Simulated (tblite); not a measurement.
Species: C7H11 (doublet state).
SMILES with atom numbers: `[CH3:1][CH2:2][C:3]12[CH2:4][C:5]([CH2:6]1)[CH2:7]2` (hydrogens: H8, H9, H10 on C1; H11, H12 on C2; H13, H14 on C4; H15, H16 on C6; H17, H18 on C7)

Cartesian coordinates in Å at the GFN2-xTB level; atoms count from 1:
```xyz
18
C7H11 angstrom
C      2.052   -0.640    0.181
C      1.165    0.598    0.148
C     -0.299    0.239   -0.020
C     -1.134   -0.620    0.944
C     -2.020   -0.149   -0.217
C     -1.445    1.266   -0.088
C     -0.912   -0.515   -1.213
H      1.957   -1.202   -0.745
H      1.774   -1.287    1.010
H      3.094   -0.353    0.304
H      1.277    1.162    1.078
H      1.459    1.247   -0.681
H     -0.903   -1.679    0.990
H     -1.337   -0.204    1.927
H     -1.485    1.902   -0.968
H     -1.669    1.815    0.821
H     -0.915   -0.005   -2.171
H     -0.666   -1.568   -1.312
```

Computed with GFN2-xTB (tblite): harmonic, unscaled wavenumbers at the GFN2-xTB geometry, gas phase. Against measured fundamentals such values can be off by several per cent, at times by over 20. One conformer, not necessarily the lowest. Open shells enter through the occupations alone, without spin polarisation, and single modes of such species can be off by tens of per cent.

Harmonic wavenumbers (cm⁻¹): 66.3, 187.6, 203.7, 297.8, 382.1, 529.7, 538.2, 618.9, 787.0, 799.3, 823.2, 856.9, 924.2, 942.1, 975.7, 1026.4, 1035.6, 1050.4, 1052.8, 1083.5, 1090.8, 1093.9, 1099.4, 1102.5, 1174.5, 1183.7, 1188.8, 1251.1, 1292.8, 1319.3, 1409.2, 1474.2, 1478.3, 1478.9, 1498.6, 1502.7, 1523.0, 2960.1, 2971.1, 3019.8, 3027.3, 3029.5, 3031.0, 3031.1, 3033.0, 3037.2, 3040.5, 3044.3.

A = 5169, B = 2140, C = 2061 MHz; mass 95.086 u (most abundant isotopes); point group Cs, symmetry number 1; spin multiplicity 2.

Task: What is the zero-point energy?

Result: ½Σν̃ = 34784 cm⁻¹ = 99.45 kcal/mol.

Task: Entropy at 200 K, 1 bar (ideal gas, RRHO, classical rotation)?

Result: Translation 37.61, rotation 25.86, vibration 8.58, spin (R ln 2) 1.38: S = 73.4 cal/(mol K).

Task: And Cp and H(200 K) − H(0)?

Result: Cp = 19.28 cal/(mol K), of which vibrations give 11.33 (their classical limit is 48 R = 95.4); H(200 K) − H(0) = 2.59 kcal/mol without the zero-point energy, 1.00 from vibrations.

Task: What must be added to the electronic energy to get the Gibbs energy at 200 K and 1 bar?

Result: ZPE + [H(200 K) − H(0)] − T·S = 99.45 + 2.59 − 14.68 = 87.36 kcal/mol.

Task: Blend soft modes into free rotors: weight 1/[1 + (100 cm⁻¹/ν̃)⁴] for the oscillator and the rest for a rotor with moment μB/(μ + B), μ = h/(8π²ν), B = 10⁻⁴⁴ kg m². What vibrational entropy results?

Result: 8.12 cal/(mol K) in place of 8.58, which changes −T·S at 200 K by +0.09 kcal/mol.

Task: How do the functions run with temperature in this model?

Result: 
| T (K) | S (cal/(mol K)) | Cp (cal/(mol K)) | H − H(0) (kcal/mol) | G − H(0) (kcal/mol) | ln q(vib) |
| --- | --- | --- | --- | --- | --- |
| 150 | 68.4 | 15.8 | 1.72 | -8.55 | 1.19 |
| 250 | 78.2 | 23.6 | 3.66 | -15.88 | 2.45 |
| 298.15 | 82.7 | 28.4 | 4.91 | -19.76 | 3.12 |
| 400 | 92.5 | 38.8 | 8.34 | -28.68 | 4.68 |
| 600 | 111.6 | 55.3 | 17.85 | -49.12 | 8.17 |
| 900 | 137.3 | 71.0 | 37.00 | -86.55 | 13.74 |

q(vib) and H(0) count from the zero-point level.

Hindered rotation and anharmonicity are outside this model. Other conformers, if any are populated, would add a mixing term that is left out.
